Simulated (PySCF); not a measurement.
# Electron correlation in Sm⁵²⁺ (samarium, charge +52)

Starting occupation: [Ne]. Calculation: PySCF 2.14, in an even-tempered Gaussian basis (17 s from 7.7 bohr⁻², ratio 2.6; 13 p from 10 bohr⁻², ratio 2.6; 6 d from 10 bohr⁻², ratio 2.8; 3 f from 230 bohr⁻², ratio 2.8); X2C-1e with screened-nucleus spin-orbit coupling, Gaussian nucleus. Frozen: 1s2; 8 electrons correlated; the 48 highest virtual spinors left out.

MP2 pair energies summed by pair of shells (mhartree):

```
       pair   energy  share (%)
2p1/2-2p3/2  -104.01       33.3
2p3/2-2p3/2   -97.83       31.3
2p3/2-2s1/2   -48.58       15.5
2p1/2-2s1/2   -25.51        8.2
2p1/2-2p1/2   -24.07        7.7
2s1/2-2s1/2   -12.81        4.1
```

Total MP2 correlation energy: -312.81 mhartree.

The virtual space was cut to 44 spinors, which keep -241.39 of the -312.81 mhartree of MP2 correlation.

```csv
level,correlation energy (mhartree)
CCSD,-242.24
(T),-0.02
CCSD(T),-242.26
```

Diagnostics: T1 = 2.8e-05, largest double amplitude 0.002.

Cost of the coupled-cluster step: roughly 10 core-seconds, for 8 occupied and 44 virtual spinors.

The coupled-cluster values are those of the cut space; adding the MP2 remainder, -71.42 mhartree, estimates the full space.

At this charge the one-electron X2C treatment keeps the bare 1/r₁₂, with no two-electron picture change or Breit term. The effect here is smaller than on the frozen 1s shell.
